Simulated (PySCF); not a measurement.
[DyF4]− at several levels of theory

Computed with PySCF 2.14.0 (density fitting, no spin-orbit coupling) at the geometry relaxed with PBE0:

```xyz
5
[DyF4]− (singlet in the valence; each metal's 4f electrons, 9 of them, lie in its core potential, out of spins and levels)
Dy    0.0000    0.0000    0.0000
F     1.1952    1.1952    1.1952
F    -1.1952   -1.1952    1.1952
F     1.1952   -1.1952   -1.1952
F    -1.1952    1.1952   -1.1952
```

```csv
level,basis,state,HOMO (eV),gap (eV),charge on Dy1 (e),population of f-type functions on Dy1 (polarisation alone where 4f lies in the core),dipole about the centre of mass (D),largest force component (eV/Å)
PBE0,"Dy lcecp-1-SVP with ECP55, F def2-SVP",singlet,-4.94,8.82,1.04,0.09,0.00,0.00
BLYP,the same,singlet,-2.83,6.05,0.74,0.09,0.00,0.22
M06-L,the same,singlet,-3.20,7.57,1.20,0.08,0.00,0.13
```

In the lcecp rows the 4f levels are missing from HOMO and gap, and the state counts the valence alone.

Charges are Mulliken's, which hang on the basis. The relaxation used the grid (50, 194), these runs (75, 302) or, all-electron (x2c bases, spin-free X2C Hamiltonian), (99, 590).

(1) What does PBE0 with Dy lcecp-1-TZVP with ECP55, F def2-TZVP give here?

An lcecp potential fixes the number of 4f electrons, so in runs with it no electron can move into or out of that shell.

Results:

(1) state singlet, HOMO (eV) -5.28, gap (eV) 9.01, charge on Dy1 (e) 1.55, population of f-type functions on Dy1 (polarisation alone where 4f lies in the core) 0.11, dipole about the centre of mass (D) 0.00, largest force component (eV/Å) 0.13. Time: 30 s on 2 threads of Arm Neoverse V1 (shared host), from free ions and atoms.
